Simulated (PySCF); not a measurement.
Where the electron goes

C₃H₁₁FOSi₂.
Structure used (GFN2-xTB), in Å, numbered top down from 1:
```
atom  x, y, z in Å
C1     1.579   -1.458    1.222
Si2    1.053   -0.568   -0.380
Si3    1.668    1.664   -0.467
C4    -0.862   -0.640   -0.422
O5    -1.270    0.320    0.559
C6    -2.611    0.514    0.646
F7    -3.101    1.177   -0.463
H8     1.312   -2.512    1.208
H9     2.653   -1.395    1.372
H10    1.098   -1.008    2.086
H11    1.493   -1.413   -1.512
H12    1.282    2.434    0.718
H13    1.109    2.355   -1.634
H14    3.128    1.789   -0.579
H15   -1.278   -1.621   -0.163
H16   -1.264   -0.361   -1.400
H17   -2.814    1.157    1.509
H18   -3.185   -0.428    0.700
```

Method used: PySCF 2.14.0, density-fitted response routines, TDDFT B3LYP/def2-SVPD, vertical, gas phase, core orbitals frozen in the response.

Kohn–Sham orbitals with the atoms that hold most of them (Löwdin shares over 4%, at most four atoms; ? is withheld):

| orbital | ε (eV) | atoms |
| --- | --- | --- |
| LUMO+2 | 0.31 | Si3 24%, C6 10%, C4 8%, Si2 8% |
| LUMO+1 | 0.09 | Si3 25%, Si2 24%, H11 10%, H12 7% |
| LUMO | -0.05 | ? |
| HOMO | ? | Si3 30%, Si2 26%, C4 12%, C1 7% |
| HOMO-1 | -8.37 | ? |
| HOMO-2 | -8.46 | O5 20%, C4 19%, Si2 17%, C1 15% |
| HOMO-3 | -8.97 | Si2 27%, H11 24%, C1 15%, Si3 9% |

Q: Give the leading atoms of the LUMO.

A: Si3 (bonded to Si and 3 H) 25%; Si2 (bonded to 2 C, Si and H) 24%; C1 (bonded to Si and 3 H) 12%; H11 (bonded to Si) 8%. By element: silicon 48%, carbon 12% or more, hydrogen 8% or more.

Q: Which atoms hold the HOMO-1, and with what shares?

A: O5 (bonded to 2 C) 51%; C4 (bonded to O, Si and 2 H) 14%; H16 (bonded to C) 7%; F7 (bonded to C) 5%.

Q: What is the HOMO energy, and the HOMO–LUMO gap?

A: ε(HOMO) = -8.05 eV; the gap is 8.00 eV (0.2940 hartree).

Q: How does S1 compare with the orbital gap of 8.00 eV?

A: S1 is at 7.11 eV (f = 0.025), 0.89 eV below the gap, made of HOMO→LUMO (92%). 

Q: Give energy, strength and leading configuration of S1, S2 and S7, and follow the Löwdin shares of the leading atoms from the occupied to the empty orbital.

A: 
- S1 (7.11 eV, f 0.025), HOMO→LUMO (92%): Si3 30% → 25%, Si2 26% → 24%
- S2 (7.30 eV, f 0.040), HOMO→LUMO+1 (83%): Si3 30% → 25%, Si2 26% → 24%
- S7 (7.65 eV, f 0.013), HOMO-2→LUMO+1 (73%): O5 20% → at most 7%, C4 19% → at most 7%, Si3 at most 15% → 25%, Si2 17% → 24%

Löwdin shares depend on the basis, the more so with diffuse functions.

One conformer stands for the species.
